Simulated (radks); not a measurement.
Effect of the nuclear size on neutral terbium, [Xe] 4f9 6s2. Calculated with a radial shooting solver on a logarithmic mesh with Libxc functionals: Dirac Kohn-Sham, relativistic LDA (MacDonald-Vosko exchange, VWN5 correlation), spin-unpolarised, spherical densities, finite nucleus; open shells are shared between the two j in proportion to 2j + 1; Fermi nuclear charge, rms radius 5.06 fm. The rms radius is varied about that value; shifts are against it.

| rms radius (fm) | total energy shift (eV) | density at nucleus (e/bohr^3) | 1s1/2 shift (meV) | 2s1/2 shift (meV) | 5s1/2 shift (meV) | 5p1/2 shift (meV) | 6s1/2 shift (meV) | 4f7/2 shift (meV) | 6p1/2 (empty) shift (meV) |
|---|---|---|---|---|---|---|---|---|---|
| 4.1188 | -7.56 | 7.153e+05 | -3090 | -402 | -3.02 | 0.370 | -0.127 | 0.599 | 0.116 |
| 4.635 | -3.55 | 6.934e+05 | -1450 | -189 | -1.42 | 0.174 | -0.060 | 0.282 | 0.055 |
| 5.06 | 0 | 6.776e+05 | 0.000 | 0.000 | 0.000 | 0.000 | 0.000 | 0.000 | 0.000 |
| 5.3737 | 2.77 | 6.67e+05 | 1130 | 147 | 1.11 | -0.136 | 0.047 | -0.219 | -0.043 |
| 5.8848 | 7.55 | 6.512e+05 | 3090 | 401 | 3.02 | -0.369 | 0.127 | -0.598 | -0.116 |

Slopes of the eigenvalues against <r^2> in GHz/fm^2, as finite differences over the two radii next to the reference (eigenvalue slopes, not the field-shift constants of lines): 1s1/2 84600, 2s1/2 11000, 5s1/2 82.7, 5p1/2 -10.1, 6s1/2 3.49, 4f7/2 -16.4, 6p1/2 (empty) -3.19.
